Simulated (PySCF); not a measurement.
# Low-lying terms of Ag⁺ (silver, charge +1)

Ground state [Kr] 4d10, ¹S. Calculation: PySCF 2.14, in aug-cc-pVQZ-PP with ECP28MDF (7s7p6d4f3g2h, 135 functions); a scalar-relativistic core potential. Vertical excitation energies in eV without spin-orbit coupling; excited terms of each kind are numbered among those the solver found. Frozen: 4s2 4p6.

```tsv
term	leading excitation	EOM-EE-CCSD
1 3D	4d → s	5.340
1 1D	4d → s	5.848
1 3P°	4d → p	10.452
1 3F°	4d → p	10.723
1 1F°	4d → p	10.904
1 1D°	4d → p	11.158
1 3D°	4d → p	11.196
1 1P°	4d → p	11.333
2 3D	4d → s	15.403
2 1D	4d → s	15.489
```

The spin-orbit splitting of the hole, absent here, rivals or exceeds the spacing of these terms, so the LS terms are model states.

The solver can miss terms. Rydberg members are limited by the diffuse functions of the basis.
